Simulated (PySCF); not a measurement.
AsH₂ + 2 HCl → AsH₄ + Cl₂

Level: PBE0 in the def2-TZVP basis family, all electrons, no relativity, computed in PySCF with density fitting; open shells unrestricted.

```json
{"species": "AsH₂", "state and structure": "doublet, C2v, As–H 1.526 Å (×2); H–As–H 90.7°", "ZPE (kJ/mol)": "32.4", "H(298 K) − H(0) (kJ/mol)": "10.0", "S° (J/(mol K))": "225.3"}
{"species": "HCl", "state and structure": "singlet, C∞v, H–Cl 1.279 Å", "ZPE (kJ/mol)": "17.9", "H(298 K) − H(0) (kJ/mol)": "8.7", "S° (J/(mol K))": "186.6"}
{"species": "AsH₄", "state and structure": "doublet, C2v, As–H 1.511 Å (×2), As–H 1.654 Å (×2); H–As–H 92.2° (×4), H–As–H 96.5°, H–As–H 173.2°", "ZPE (kJ/mol)": "69.1", "H(298 K) − H(0) (kJ/mol)": "11.0", "S° (J/(mol K))": "239.7"}
{"species": "Cl₂", "state and structure": "singlet, D∞h, Cl–Cl 1.982 Å", "ZPE (kJ/mol)": "3.5", "H(298 K) − H(0) (kJ/mol)": "9.1", "S° (J/(mol K))": "222.5"}
```

Q: Is the gas-phase reaction uphill or downhill in electronic energy at this level, and by how much?

A: At PBE0/def2-TZVP, ΔE = 276.8 kJ/mol, uphill. 

Q: Add zero-point, thermal and entropy terms for 298.15 K and 1 bar.

A: ΔZPE = 4.4 and Δ[H(298) − H(0)] = -7.3 kJ/mol give ΔH° = 273.9 kJ/mol. ΔS° = -136.3 J/(mol K), so ΔG° = 273.9 − 298.15 × (-0.1363) = 315 kJ/mol.

Each species is the lowest minimum found with this bonding; other isomers or fragments can lie lower.
